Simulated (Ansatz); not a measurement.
Basis-set extrapolation for C8H16 (`C[C@@H]1CCCC[C@H]1C`) (PBE0-D4/def2-TZVP geometry, frozen core, the Gaussian-basis code of Ansatz). Multiplicity 1, RHF reference.

|  | def2-TZVPP | def2-QZVPP |
| --- | --- | --- |
| HF | -312.377666 | -312.391995 |
| MP2 correlation | -1.397806 | -1.483217 |
| CCSD(T) correlation | -1.537713 | not run |

Energies in hartree. Use E(X) = E(∞) + A·exp(−7.88·√X) for Hartree–Fock and E(X) = E(∞) + B·X^(−2.97) for correlation, with X = 3 and 4, and add CCSD(T) minus MP2 of the smaller set to the MP2 limit.

Question: What is the CCSD(T) energy at the basis-set limit?

Answer: HF limit: -312.391995 + (-0.014329) × 0.13774 = -312.39397. MP2 limit: -1.483217 + (-0.085411) × 0.74074 = -1.54648. Higher-order term: -1.537713 − (-1.397806) = -0.13991. Total: -314.08036 hartree, 433.2 kJ/mol below CCSD(T)/def2-TZVPP.
